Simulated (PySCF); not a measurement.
C5H4F4O2.
SMILES with atom numbers: `[F:1]/[CH:2]=[CH:3]/[O:4]/[CH:5]=[C:6](/[F:7])[O:8][CH:9]([F:10])[F:11]` (hydrogens: H12 on C2; H13 on C3; H14 on C5; H15 on C9)

All values: PBE0/pcSseg-1 and wB97X-D/def2-SVPD (PySCF, non-relativistic), on one gas-phase PBE0-D3(BJ)/def2-SVP geometry that isn't relaxed in the solvent. The solvent is an IEF-PCM continuum (cavity from Bondi-type radii × 1.2). Only the electrostatic response of the medium enters.

Gas phase at PBE0/pcSseg-1: HOMO -6.44 eV, LUMO 0.16 eV, dipole 1.93 D.

Q: What does the continuum do to the energy, the frontier levels and the dipole at PBE0/pcSseg-1 in chloroform?

A: 
| solvent | ε | E(solvent) − E(gas) (kcal/mol) | polarisation term (kcal/mol) | distortion of the solute (kcal/mol) | HOMO (eV) | LUMO (eV) | dipole (D) |
| --- | --- | --- | --- | --- | --- | --- | --- |
| chloroform | 4.711 | -4.75 | -5.21 | 0.46 | -6.32 | 0.33 | 2.37 |

Polarisation term: ½ Σ q·V over the induced surface charges. Distortion: the rise of the solute's own energy as its density leaves the gas-phase optimum.

Q: Which radius a makes the point-dipole formula ΔE = −[(ε − 1)/(2ε + 1)]·μ²/a³ give the value in chloroform, with the gas-phase dipole?

A: μ = 0.760 au and |ΔE| = 0.00756 Eh give a = 1.59 Å; the farthest nucleus lies 4.42 Å from the centroid of the nuclei, so such a sphere wouldn't even hold the nuclei. The formula assumes a rigid point dipole at the centre of a sphere.

Q: Which Mulliken charges (PBE0/pcSseg-1) respond most in chloroform (means over atoms taken as equivalent)?

A: 
```
atoms         environment  gas (e)  solvent (e)  change
  H15    methine hydrogen   +0.098       +0.122  +0.024
  H14    vinylic hydrogen   +0.128       +0.150  +0.022
  H13    vinylic hydrogen   +0.124       +0.144  +0.020
   O8        ether oxygen   -0.442       -0.455  -0.013
   O4        ether oxygen   -0.403       -0.416  -0.013
   C2  vinylic C–F carbon   +0.198       +0.185  -0.013
  H12    vinylic hydrogen   +0.121       +0.132  +0.011
   F1      vinyl fluorine   -0.272       -0.283  -0.011
```

Q: Which Mayer bond orders change most in chloroform?

A: 
```tsv
bond	length (Å)	gas	solvent	change
F1–C2	1.330	0.942	0.931	-0.011
C6–O8	1.342	1.031	1.022	-0.009
C9–F10	1.325	1.043	1.035	-0.008
C9–F11	1.337	1.007	0.999	-0.008
C6–F7	1.331	0.954	0.951	-0.003
C2–H12	1.093	0.963	0.960	-0.003
C5–H14	1.093	0.932	0.929	-0.003
C5–C6	1.333	1.772	1.775	+0.003
```

Gas phase at wB97X-D/def2-SVPD: HOMO -8.37 eV, LUMO 1.82 eV, dipole 1.91 D.

Q: What does the continuum do to the energy, the frontier levels and the dipole at wB97X-D/def2-SVPD in chloroform?

A: 
| solvent | ε | E(solvent) − E(gas) (kcal/mol) | polarisation term (kcal/mol) | distortion of the solute (kcal/mol) | HOMO (eV) | LUMO (eV) | dipole (D) |
| --- | --- | --- | --- | --- | --- | --- | --- |
| chloroform | 4.711 | -4.79 | -5.36 | 0.57 | -8.23 | 2.01 | 2.42 |

Q: How does the static polarisability (wB97X-D/def2-SVPD, frozen core, with the continuum's full static response) change?

A: 
```csv
medium,isotropic (au),principal values (au),⟨r²⟩ of the electrons (bohr²)
gas,77.2,"52.5, 71.4, 107.8",2513.4
chloroform,90.9,"62.9, 85.1, 124.7",2513.6
```

The isotropic value in chloroform is 1.18 times the gas-phase one; no cavity-field correction is applied. ⟨r²⟩ is taken about the centre of nuclear charge.

Conformer computed: `[F:1]/[CH:2]=[CH:3]/[O:4]/[CH:5]=[C:6](/[F:7])[O:8][CH:9]([F:10])[F:11]`: C2–C3–O4–C5 177°, C3–O4–C5–C6 174°, C5–C6–O8–C9 109°, C6–O8–C9–F10 171°.

Note: wB97X-D ran without an empirical dispersion term, which enters the total energy and its gradient alone.
